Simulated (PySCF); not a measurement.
## Correlation energy of Kr²⁺ (krypton, charge +2)

[Ar] 3d10 4s2 4p4, high-spin 3P determinant. All numbers are calculated (PySCF 2.14, the spin-free X2C one-electron Hamiltonian (Gaussian nucleus), in x2c-SVPall (5s4p3d, 32 functions)). Frozen: [Ar] 3d10; 6 electrons correlated.

MP2 pair energies summed by pair of shells (mhartree):

| pair | energy | share (%) |
| --- | --- | --- |
| 4p-4p | -39.11 | 49.4 |
| 4s-4p | -34.03 | 43.0 |
| 4s-4s | -5.96 | 7.5 |

Total MP2 correlation energy: -79.09 mhartree.

Same-spin part -19.48 and opposite-spin part -59.61 mhartree; SCS-MP2 scales them by 1/3 and 6/5 to -78.02 mhartree.

| level | correlation energy (mhartree) |
| --- | --- |
| CCSD | -95.17 |
| (T) | -1.05 |
| CCSD(T) | -96.22 |

Diagnostics: T1 = 0.0055, D1 = 0.0186, largest double amplitude 0.052.

Cost of the coupled-cluster step: 0.22 s of wall time on 1 thread of Neoverse-N1 (shared host), for 6 correlated electrons.
